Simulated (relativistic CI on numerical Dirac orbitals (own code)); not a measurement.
## Electric-dipole lines of Sn²⁵⁺

Method of calculation: Dirac-Coulomb-Breit CI, separate exchange-only KLI orbitals for each configuration, a model potential for QED, unscaled Slater integrals (own radial code, finite nucleus).

Configuration list (outside the closed core [Ne]): 3s²3p⁶3d⁷, 3s²3p⁵3d⁸, 3s²3p⁴3d⁹, 3s3p⁶3d⁸, 3p⁶3d⁹, 3s3p⁵3d⁹, 3s²3p⁶3d⁶4s, 3s²3p⁶3d⁶4p, 3s²3p⁶3d⁶4d, 3s²3p⁴3d⁸4s, 3s²3p⁶3d⁶4f, 3s²3p⁵3d⁷4s, 3s²3p⁴3d⁸4p, 3s²3p⁶3d⁵4s², 3s²3p⁵3d⁷4p, 3s²3p⁴3d⁸4d, 3s3p⁵3d⁸4s, 3s²3p⁶3d⁵4s4p, 3s3p⁵3d⁸4p, 3s²3p⁶3d⁶5s, 3s²3p⁵3d⁷4d, 3s²3p⁶3d⁵4p², 3s3p⁶3d⁷4s, 3s²3p⁶3d⁶5p, 3s²3p⁶3d⁵4s4d, 3s3p⁵3d⁸4d, 3s²3p⁶3d⁶5d, 3p⁶3d⁸4s, 3s3p⁶3d⁷4p, 3s²3p⁵3d⁶4s², 3s²3p⁶3d⁶5f, 3p⁶3d⁸4p, 3s²3p⁶3d⁶5g, 3s3p⁶3d⁷4d, 3s²3p⁶3d⁶6p. Levels of other configurations are missing.

```csv
λ vac (nm),Lower,Upper,A (s⁻¹),E lower (eV),E upper (eV)
2.0786,3s²3p⁶3d⁷ ⁴F9/2 [1],3s²3p⁶3d⁶4p ⁴D°7/2 [197],6.42e+11,0.000,596.470
2.0855,3s²3p⁶3d⁷ ⁴F9/2 [1],3s²3p⁶3d⁶4p ⁴G°11/2 [189],8.59e+11,0.000,594.508
2.0872,3s²3p⁶3d⁷ ⁴F9/2 [1],3s²3p⁶3d⁶4p ⁴F°9/2 [188],9.16e+11,0.000,594.034
2.0916,3s²3p⁶3d⁷ ²H11/2 [9],3s²3p⁶3d⁶4p ²H°11/2 [258],1.54e+12,18.294,611.061
4.6343,3s²3p⁶3d⁷ ²H9/2 [15],3s²3p⁵3d⁸ ²F°7/2 [62],1.08e+12,26.378,293.914
4.6995,3s²3p⁶3d⁷ ²H11/2 [9],3s²3p⁵3d⁸ ²G°9/2 [58],1.18e+12,18.294,282.118
4.7180,3s²3p⁶3d⁷ ²G7/2 [10],3s²3p⁵3d⁸ ²F°5/2 [57],9.26e+11,19.071,281.863
4.7396,3s²3p⁶3d⁷ ²F7/2 [16],3s²3p⁵3d⁸ ²D°5/2 [60],8.66e+11,30.643,292.232
4.7505,3s²3p⁶3d⁷ ⁴F7/2 [3],3s²3p⁵3d⁸ ⁴D°7/2 [49],1.83e+11,7.769,268.761
4.8289,3s²3p⁵3d⁸ ²F°7/2 [62],3s²3p⁴3d⁹ ²D5/2 [126],1.65e+12,293.914,550.669
4.8367,3s²3p⁶3d⁷ ²H11/2 [9],3s²3p⁵3d⁸ ²H°9/2 [55],2.02e+11,18.294,274.634
4.8475,3s²3p⁶3d⁷ ²D5/2 [19],3s²3p⁵3d⁸ ²P°3/2 [63],8.53e+11,42.962,298.732
4.8501,3s²3p⁵3d⁸ ²H°11/2 [36],3s²3p⁴3d⁹ ²G9/2 [96],9.03e+11,231.611,487.245
4.8628,3s²3p⁶3d⁷ ⁴P5/2 [6],3s²3p⁵3d⁸ ⁴D°7/2 [49],1.73e+11,13.794,268.761
4.8629,3s²3p⁶3d⁷ ²G9/2 [7],3s²3p⁵3d⁸ ⁴D°7/2 [49],6.20e+11,13.801,268.761
4.8902,3s²3p⁶3d⁷ ²F5/2 [14],3s²3p⁵3d⁸ ²D°3/2 [56],6.57e+11,25.576,279.110
4.9942,3s²3p⁶3d⁷ ²H9/2 [15],3s²3p⁵3d⁸ ²H°9/2 [55],2.53e+11,26.378,274.634
5.0173,3s²3p⁶3d⁷ ²H9/2 [15],3s²3p⁵3d⁸ ²G°7/2 [54],3.10e+11,26.378,273.489
5.2251,3s²3p⁶3d⁷ ⁴F9/2 [1],3s²3p⁵3d⁸ ²F°7/2 [41],1.50e+11,0.000,237.287
5.2923,3s²3p⁶3d⁷ ⁴F3/2 [5],3s²3p⁵3d⁸ ²D°3/2 [46],3.27e+11,12.692,246.965
5.3411,3s²3p⁶3d⁷ ²G9/2 [7],3s²3p⁵3d⁸ ²G°7/2 [44],3.63e+11,13.801,245.933
5.3675,3s²3p⁵3d⁸ ²G°9/2 [58],3s²3p⁴3d⁹ ²F7/2 [104],1.56e+12,282.118,513.108
5.3874,3s²3p⁵3d⁸ ⁴G°11/2 [20],3s²3p⁴3d⁹ ⁴F9/2 [81],2.63e+11,201.628,431.765
5.4553,3s²3p⁶3d⁷ ⁴F7/2 [3],3s²3p⁵3d⁸ ⁴D°5/2 [37],2.51e+11,7.769,235.041
5.4633,3s²3p⁶3d⁷ ⁴F5/2 [4],3s²3p⁵3d⁸ ⁴D°5/2 [37],2.20e+11,8.102,235.041
5.5389,3s²3p⁶3d⁷ ⁴F9/2 [1],3s²3p⁵3d⁸ ⁴D°7/2 [29],5.17e+11,0.000,223.842
5.5736,3s²3p⁶3d⁷ ²P3/2 [2],3s²3p⁵3d⁸ ⁴F°3/2 [35],1.98e+11,7.128,229.578
5.5838,3s²3p⁶3d⁷ ²G9/2 [7],3s²3p⁵3d⁸ ²G°9/2 [38],1.66e+11,13.801,235.843
5.5981,3s²3p⁶3d⁷ ⁴F5/2 [4],3s²3p⁵3d⁸ ⁴F°3/2 [35],2.19e+11,8.102,229.578
5.6308,3s²3p⁵3d⁸ ²H°9/2 [55],3s²3p⁴3d⁹ ²G7/2 [99],7.11e+11,274.634,494.825
5.6320,3s²3p⁶3d⁷ ⁴F7/2 [3],3s²3p⁵3d⁸ ⁴F°5/2 [31],2.51e+11,7.769,227.912
5.6321,3s²3p⁵3d⁸ ²G°7/2 [44],3s²3p⁴3d⁹ ⁴P5/2 [91],8.45e+11,245.933,466.072
5.6333,3s²3p⁶3d⁷ ⁴F5/2 [4],3s²3p⁵3d⁸ ⁴P°3/2 [32],2.20e+11,8.102,228.195
5.6537,3s²3p⁵3d⁸ ⁴G°9/2 [23],3s²3p⁴3d⁹ ⁴F9/2 [81],2.55e+11,212.468,431.765
5.6895,3s²3p⁵3d⁸ ²G°9/2 [24],3s²3p⁴3d⁹ ⁴D7/2 [82],3.91e+11,217.642,435.559
5.6967,3s²3p⁶3d⁷ ⁴F9/2 [1],3s²3p⁵3d⁸ ²G°9/2 [24],1.75e+11,0.000,217.642
5.6991,3s²3p⁶3d⁷ ²H11/2 [9],3s²3p⁵3d⁸ ²G°9/2 [38],2.27e+11,18.294,235.843
5.7858,3s²3p⁵3d⁸ ²G°9/2 [38],3s²3p⁴3d⁹ ⁴F7/2 [87],4.42e+11,235.843,450.134
5.8122,3s²3p⁶3d⁷ ²H11/2 [9],3s²3p⁵3d⁸ ²H°11/2 [36],1.87e+11,18.294,231.611
5.8354,3s²3p⁶3d⁷ ⁴F9/2 [1],3s²3p⁵3d⁸ ⁴G°9/2 [23],2.04e+11,0.000,212.468
5.8486,3s²3p⁶3d⁷ ⁴F7/2 [3],3s²3p⁵3d⁸ ⁴D°7/2 [26],1.67e+11,7.769,219.758
5.8799,3s²3p⁶3d⁷ ⁴P5/2 [6],3s²3p⁵3d⁸ ⁴P°5/2 [30],1.70e+11,13.794,224.656
5.9020,3s²3p⁶3d⁷ ²G7/2 [10],3s²3p⁵3d⁸ ²G°7/2 [33],2.20e+11,19.071,229.142
6.1461,3s²3p⁶3d⁷ ²P3/2 [2],3s²3p⁵3d⁸ ²D°5/2 [22],1.15e+11,7.128,208.857
6.7955,3s²3p⁵3d⁸ ⁴G°11/2 [20],3s3p⁶3d⁸ ⁴F9/2 [65],2.68e+11,201.628,384.079
```

Terms are leading LS components. Brackets give the number of a level in order of energy, since labels repeat. The list gives strong lines, with weight on those to low levels, without lines whose two gauges differ by over a factor of 2.5, among the lowest 400 of 9822 levels, so that lines to higher ones, which can be the strongest, are missing. Levels whose partners in the same complex of configurations lie outside the list can be far off, and so can their lines. Rates are taken at the computed energies, electric ones in the length gauge.

At this charge energies of transitions that change n are usually good to better than 1 %, and those within a shell (Δn = 0) to a few per cent. Terms inside the open d or f shell come out 10 to 20 % too wide with unscaled integrals.

LS names give the leading component of a level, which can be under half, so a name can repeat, a term be missing and a line seem to break the LS rules.
